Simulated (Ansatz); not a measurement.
Reactions of `CN[AsH]O`.

Gas-phase electronic energies from Ansatz, PBE0-D4/def2-TZVP geometries. CCSD(T)/CBS is the MP2 limit (def2-TZVPP, def2-QZVPP) plus CCSD(T) − MP2 in def2-TZVPP, frozen cores. This one scheme is used for every species. Functionals use def2-TZVPP. B3LYP here is the variant with VWN-RPA as its local correlation; programs differ in this. Elements past krypton have def2 core potentials. For As, Ge, Sn outer-core shells are correlated without core-valence functions, which leaves a few kJ/mol of doubt a bond. Scalar relativity is left out up to krypton. Each species was taken in one conformer, which may not be the lowest.

```csv
reaction,B3LYP-D4 (kJ/mol),CCSD/CBS(def2) (kJ/mol),CCSD(T)/CBS(def2) (kJ/mol)
`CN[AsH]O` + `C[SiH2][SnH3]` → `C[SiH2][AsH]O` + `C[NH][SnH3]`,25,24,24
`CN[AsH]O` + `CBN` → `O[AsH2]` + `CNB(C)N`,-76,-78,-75
`CN[AsH]O` + `O[Si]S` → `CS[Si]O` + `N[AsH]O`,-29,-30,-31
`CN[AsH]O` + `S[SiH2][GeH3]` → `CS[SiH2][GeH3]` + `N[AsH]O`,-20,-20,-21
```

Largest T1 diagnostic: 0.015, for `O[Si]S`.
